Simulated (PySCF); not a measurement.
Simulated C 1s region for tiglic acid, `C/C=C(\C)C(=O)O`, binding energy against the vacuum level.

Every computed line was given a Gaussian of 0.4 eV full width at half maximum and an area set by the number of equivalent atoms; the highest printed point is 100. Method: PySCF 2.14.0, delta-SCF UKS SCAN, pcX-2 on the ionised atom, pcseg-1 elsewhere, spin-free X2C.

```json
{"binding energy (eV)": "290.0", "intensity": "0"}
{"binding energy (eV)": "290.1", "intensity": "1"}
{"binding energy (eV)": "290.2", "intensity": "3"}
{"binding energy (eV)": "290.3", "intensity": "12"}
{"binding energy (eV)": "290.4", "intensity": "30"}
{"binding energy (eV)": "290.5", "intensity": "57"}
{"binding energy (eV)": "290.6", "intensity": "85"}
{"binding energy (eV)": "290.7", "intensity": "100"}
{"binding energy (eV)": "290.8", "intensity": "95"}
{"binding energy (eV)": "290.9", "intensity": "77"}
{"binding energy (eV)": "291.0", "intensity": "60"}
{"binding energy (eV)": "291.1", "intensity": "43"}
{"binding energy (eV)": "291.2", "intensity": "27"}
{"binding energy (eV)": "291.3", "intensity": "13"}
{"binding energy (eV)": "291.4", "intensity": "5"}
{"binding energy (eV)": "291.5", "intensity": "1"}
{"binding energy (eV)": "291.6", "intensity": "0"}
{"binding energy (eV)": "291.7", "intensity": "0"}
{"binding energy (eV)": "291.8", "intensity": "0"}
{"binding energy (eV)": "291.9", "intensity": "0"}
{"binding energy (eV)": "292.0", "intensity": "0"}
{"binding energy (eV)": "292.1", "intensity": "0"}
{"binding energy (eV)": "292.2", "intensity": "0"}
{"binding energy (eV)": "292.3", "intensity": "0"}
{"binding energy (eV)": "292.4", "intensity": "0"}
{"binding energy (eV)": "292.5", "intensity": "0"}
{"binding energy (eV)": "292.6", "intensity": "0"}
{"binding energy (eV)": "292.7", "intensity": "0"}
{"binding energy (eV)": "292.8", "intensity": "0"}
{"binding energy (eV)": "292.9", "intensity": "0"}
{"binding energy (eV)": "293.0", "intensity": "0"}
{"binding energy (eV)": "293.1", "intensity": "0"}
{"binding energy (eV)": "293.2", "intensity": "0"}
{"binding energy (eV)": "293.3", "intensity": "0"}
{"binding energy (eV)": "293.4", "intensity": "0"}
{"binding energy (eV)": "293.5", "intensity": "0"}
{"binding energy (eV)": "293.6", "intensity": "0"}
{"binding energy (eV)": "293.7", "intensity": "0"}
{"binding energy (eV)": "293.8", "intensity": "1"}
{"binding energy (eV)": "293.9", "intensity": "3"}
{"binding energy (eV)": "294.0", "intensity": "9"}
{"binding energy (eV)": "294.1", "intensity": "20"}
{"binding energy (eV)": "294.2", "intensity": "31"}
{"binding energy (eV)": "294.3", "intensity": "36"}
{"binding energy (eV)": "294.4", "intensity": "29"}
{"binding energy (eV)": "294.5", "intensity": "16"}
{"binding energy (eV)": "294.6", "intensity": "7"}
{"binding energy (eV)": "294.7", "intensity": "2"}
{"binding energy (eV)": "294.8", "intensity": "0"}
```

How many maxima does the curve show, and how many computed lines lie under it?

The curve has 2 maxima (at 290.7 and 294.3 eV). Under it lie 5 lines from 5 inequivalent carbon sites. At this width some lines have no maximum of their own.

Decompose the envelope and assign each component. Numbering: `[CH3:1]/[CH:2]=[C:3](\[CH3:4])[C:5](=[O:6])[OH:7]`.

```json
{"position (eV)": "290.58", "relative area": "1", "line": "C 1s", "atoms": "C2", "environment": "alkene CH carbon"}
{"position (eV)": "290.74", "relative area": "1", "line": "C 1s", "atoms": "C3", "environment": "fully substituted alkene carbon"}
{"position (eV)": "290.76", "relative area": "1", "line": "C 1s", "atoms": "C4", "environment": "allylic carbon"}
{"position (eV)": "291.06", "relative area": "1", "line": "C 1s", "atoms": "C1", "environment": "allylic carbon"}
{"position (eV)": "294.29", "relative area": "1", "line": "C 1s", "atoms": "C5", "environment": "carboxylic acid carbon"}
```

Lowest listed C 1s: C2, bonded to C (double bond), C and H. Highest, 3.71 eV above it: C5, bonded to O (double bond), O and C. The widest gap between neighbouring values is 3.23 eV, between 291.06 and 294.29 eV. Summing the Pauling electronegativity differences to the bonded atoms, each weighted by its formal bond order, gives -0.35 for the lowest site and +2.67 for the highest; no listed site has a larger sum than the highest. The smallest sum, -1.05, belongs to C4, 0.18 eV above the lowest. The values 290.74 and 290.76 eV lie too close for their order to be trusted.

No satellites, vibrations or lifetime broadening are included. Isolated species at its PBE0-D3(BJ)/def2-SVP geometry (one conformer only).

Shape of the structure used: `[CH3:1]/[CH:2]=[C:3](\[CH3:4])[C:5](=[O:6])[OH:7]`: C2–C3–C5–O6 178°, H–O7–C5–C3 180°.
